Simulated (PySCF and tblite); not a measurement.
C₆H₇NO, numbered as in [CH3:1][O:2][c:3]1[cH:4][cH:5][cH:6][n:7][cH:8]1.

Geometries GFN2-xTB; weights from PBE0-D3(BJ)/pcSseg-1 (IEF-PCM, chloroform) energies and GFN2-xTB thermal corrections, with symmetry numbers and mirror pairs. Conformers within 3 kcal/mol (GFN2-xTB free energy) were kept, 4 at most. GIAO shieldings: PBE0/pcSseg-1 (IEF-PCM, chloroform). Shifts are against TMS (¹H), TMS (¹³C), NH3 (¹⁵N) at the same level. (PySCF 2.14, tblite 0.8.)

Torsions listed: C1–O2–C3–C4.

```
conformer  shape  symmetry  E(GFN2) kcal/mol  E(DFT) kcal/mol
        1     0°        Cs              0.30             0.00
        2   180°        Cs              0.00             0.19
```

(1) How much do the weights at 298.15 K and the averaged shift of C4 depend on how the conformers are weighted?

## Answers

(1) 
| weighting | 1 (%) | 2 (%) | δ (ppm) | rms dipole (D) |
| --- | --- | --- | --- | --- |
| DFT energy with thermal terms, symmetry and mirror images (full scheme) | 58 | 42 | 126.5 | 3.80 |
| DFT energy with symmetry and mirror images | 58 | 42 | 126.6 | 3.78 |
| bare DFT energy | 58 | 42 | 126.6 | 3.78 |
| GFN2-xTB energy with symmetry and mirror images | 38 | 62 | 128.6 | 3.32 |
| GFN2-xTB free energy | 38 | 62 | 128.6 | 3.33 |
| leading conformer alone | 100 | 0 | 122.2 | 4.61 |
| equal weights | 50 | 50 | 127.4 | 3.61 |

The largest departure from the full scheme, 4.3 ppm, comes with: leading conformer alone.


¹⁵N shifts are against a computed isolated NH3 molecule, about 20 ppm from the liquid.